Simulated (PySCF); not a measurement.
Isomers of C7H7BF2, mass 140.061 u with the commonest isotopes. Theory: PBE0-D3(BJ)/def2-SVP geometry optimisation, gas phase (PySCF 2.14.0). One conformer each, none proved a minimum here; rigid rotors.

Task: Order these by dipole moment, largest first.
A. `[F:1][CH:2]([F:3])[C:4]1=[CH:5][BH:6][CH:7]=[CH:8][CH:9]=[CH:10]1` with F1–C2–C4–C5 -129°
B. `CB(C)C(F)=C=C=C=CF`
C. `[F:1][CH:2]([F:3])[C:4]1=[CH:5][CH:6]=[CH:7][BH:8][CH:9]=[CH:10]1` with F1–C2–C4–C5 -53°

Result: B (1.81 D), A (1.30 D), C (0.43 D).

Task: Order these by rotational constant A, largest first.
A. `[F:1][CH:2]([F:3])[C:4]1=[CH:5][BH:6][CH:7]=[CH:8][CH:9]=[CH:10]1` with F1–C2–C4–C5 -129°
B. `[F:1][CH:2]([F:3])[C:4]1=[CH:5][CH:6]=[CH:7][BH:8][CH:9]=[CH:10]1` with F1–C2–C4–C5 -53°
C. `CB(C)C(F)=C=C=C=CF`

Result: C (2993 MHz), A (2705 MHz), B (2624 MHz).

Task: Order these by rotational constant B, smallest first.
A. `CB(C)C(F)=C=C=C=CF`
B. `[F:1][CH:2]([F:3])[C:4]1=[CH:5][BH:6][CH:7]=[CH:8][CH:9]=[CH:10]1` with F1–C2–C4–C5 -129°
C. `[F:1][CH:2]([F:3])[C:4]1=[CH:5][CH:6]=[CH:7][BH:8][CH:9]=[CH:10]1` with F1–C2–C4–C5 -53°

Result: A (448.0 MHz), B (851.5 MHz), C (868.6 MHz).

```tsv
SMILES	point group	Ia (u·Å²)	Ib (u·Å²)	Ic (u·Å²)	κ	μa (D)	μb (D)	μc (D)
FC(F)C1=CC=CBC=C1	near Cs	192.57	581.81	685.94	-0.86	0.23	0.28	0.22
FC(F)C1=CBC=CC=C1	near Cs	186.80	593.52	691.77	-0.88	0.92	0.92	0.13
CB(C)C(F)=C=C=C=CF	C1	168.87	1128.04	1262.80	-0.96	0.24	1.42	1.11
```
